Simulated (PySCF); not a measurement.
# How methods differ on the ionisation energy of Be⁺

Be⁺ [He] 2s1 (2S) → Be²⁺ 1s2 (1S), as a difference of total energies. Computed with PySCF 2.14 in Sapporo-DZP-2012 (4s2p, 10 functions), with scalar relativity by spin-free X2C-1e. The calculations carry no spin-orbit coupling.

```
method  ionisation energy (eV)
   UHF                  18.082
  PBE0                  18.421
r2SCAN                  18.160
```

For comparison: 18.211 eV (measured; NIST Atomic Spectra Database, ionization energies).
